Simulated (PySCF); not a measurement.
Computed shifts of a molecule C4H7FO, PBE/pcSseg-1 run with PySCF, GIAO, gas phase, equivalent atoms averaged, in ppm (number of nuclei): ¹³C: 96.2 (1), 88.6 (2), 26.1 (1). ¹⁹F: -182.4 (1). ¹H: 5.20 (2), 4.68 (2), 1.77 (3). References: ¹³C against TMS (σ = 182.0 ppm); ¹⁹F against CFCl3 (σ = 133.6 ppm); ¹⁷O against H2O (σ = 334.3 ppm); ¹H against TMS (σ = 31.49 ppm), references at their B3LYP-D3(BJ)/def2-TZVP geometries, non-relativistic. Coordinates come from a PBE0-D3(BJ)/def2-SVP optimisation. One conformer was computed; it need not be the lowest.

### Question
Identify the compound among the candidates.
A. C[C@@]1(F)CCO1
B. CC1(F)COC1
C. C[C@]1(F)C[C@H]1O
D. CC[C@@H](F)C=O

### Answer
B, CC1(F)COC1
